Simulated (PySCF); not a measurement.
## Ga (gallium, neutral) across methods

[Ar] 3d10 4s1 4p1 4d1, one real determinant (an excited configuration). Calculation: PySCF 2.14, in aug-cc-pVQZ-PP with ECP10MDF; scalar relativity through the core potential.

```
   method  E (hartree)  mean ε 4s α (eV)  mean ε 4p α (eV)  mean ε 4d α (eV)  Σ⟨r²⟩ (bohr²)   ⟨S²⟩
      UHF   -257.98594           -18.118           -10.352            -1.497          84.55  3.751
      PBE    -259.0900           -13.776            -6.532            -0.854          80.89  3.751
  LC-wPBE    -259.1191           -18.092           -10.253            -1.727          82.92  3.751
   r2SCAN    -258.9754           -14.253            -6.930            -0.740          81.36  3.752
     PBE0    -259.0519           -15.010            -7.583            -1.074          81.82  3.751
     BLYP    -259.0553           -13.668            -6.298            -0.712          81.48  3.751
CAM-B3LYP    -259.0419           -16.529            -8.742            -1.331          82.00  3.750
      LDA    -258.6464           -14.020            -6.520            -0.761          78.92  3.751
```

(1) Estimate the same row for B97-3.

⟨L²⟩ = 8.02 against 12 for a pure F term, so this real determinant mixes terms. Energies and moments cover only the electrons outside the core potential. The outer electron is Rydberg-like, and this basis confines it to a smaller radius and binds it less than a complete one would.

Results:

(1) E (hartree) = -259.1057; mean ε 4s α (eV) = -14.901; mean ε 4p α (eV) = -7.509; mean ε 4d α (eV) = -1.091; Σ⟨r²⟩ (bohr²) = 82.86; ⟨S²⟩ = 3.750.
